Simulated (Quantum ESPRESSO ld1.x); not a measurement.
These are the eigenvalues of the occupied orbitals of an atom or ion with whole-number occupations (eV). Method: Dirac Kohn-Sham, BLYP, spin-unpolarised, spherical densities, point nucleus; computed with ld1.x of Quantum ESPRESSO 7.5.

| orbital | eigenvalue |
|---|---|
| 1s1/2 | -46637.3 |
| 2s1/2 | -7614.94 |
| 2p1/2 | -7217.83 |
| 2p3/2 | -6614.69 |
| 3s1/2 | -1665.42 |
| 3p1/2 | -1494.58 |
| 3p3/2 | -1372.46 |
| 3d3/2 | -1076.22 |
| 3d5/2 | -1049.69 |
| 4s1/2 | -328.232 |
| 4p1/2 | -262.789 |
| 4p3/2 | -236.011 |
| 4d3/2 | -128.410 |
| 4d5/2 | -123.641 |
| 5s1/2 | -42.1215 |
| 5p1/2 | -25.0238 |
| 5p3/2 | -21.6894 |
| 4f5/2 | -0.6773 |
| 4f7/2 | -0.2209 |

Which element is it, and in what charge state? The configuration may be excited. Open shells, if any, are shared by 2j + 1.

Answer. Z = 62, samarium, charge 0: Sm in [Xe] 4f8. The list shows which subshells hold electrons but not how many an open one holds; the 1s level, -1713.9 hartree, gives Z - s = 58.5 by -(Z - s)^2/2, which with screening and relativity narrows Z to a few neighbours, and the depths of the outer levels then fix element, charge and occupations together.
